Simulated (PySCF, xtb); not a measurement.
B(Br)(Me)(vinyl) (C3H6BBr), SMILES C=CB(C)Br.

GFN2-xTB run with xtb at its own geometry gives an orbital gap of 3.01 eV and a dipole moment of 4.38 D.

Geometry: PBE0-D3(BJ)/def2-SVP. Other conformers were not sampled.

What does PySCF with CAM-B3LYP/def2-TZVP give? (The exact figures need the calculation; the answer reports its results.)

gap 8.42 eV (levels -9.26 and -0.84 eV), dipole 2.19 D.
